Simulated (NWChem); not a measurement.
Species: AlAsH4; SMILES [AlH2][AsH2]

```xyz
6

Al     0.0157    -1.6728     0.0000
As     0.0501     0.7581     0.0000
H     -0.9907     0.8258    -1.1128
H     -0.9907     0.8258     1.1128
H      0.0621    -2.4614     1.3813
H      0.0621    -2.4614    -1.3813
```
Atoms are numbered in this order, from 1.

Computed with NWChem. The geometry was optimised at PBE0/def2-SVP. B3LYP is NWChem's, with the RPA form of VWN correlation. Vertical excitations in the gas phase; the lowest state need not have the same character in each row.

Task: Order these by “lowest excitation, singlet (eV)”, lowest first: BHandHLYP/def2-SVPD, full TDDFT; B3LYP/def2-SVPD, full TDDFT; Hartree-Fock/def2-SVPD, TDHF; PBE/def2-SVPD, full TDDFT.

Result: PBE/def2-SVPD, full TDDFT (3.88), B3LYP/def2-SVPD, full TDDFT (4.13), BHandHLYP/def2-SVPD, full TDDFT (4.52), Hartree-Fock/def2-SVPD, TDHF (5.09)
